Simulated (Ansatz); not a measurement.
Name a neutral molecule of Al, F, P, Si and H with size of the dipole moment (B3LYP/def2-TZVPP) between 0.70 and 1.00 D and HOMO energy (ωB97M-V/def2-TZVPP) between -8.25 and -7.95 eV (Ansatz, PBE0-D4/def2-TZVP geometry).

`[F][Al]1[SiH2][PH]1` (0.84 D, -8.15 eV). Other molecules can fit too; these were computed, each in one conformer that needn't be the lowest.

B3LYP here is the variant with VWN-RPA as its local correlation; programs differ in this.
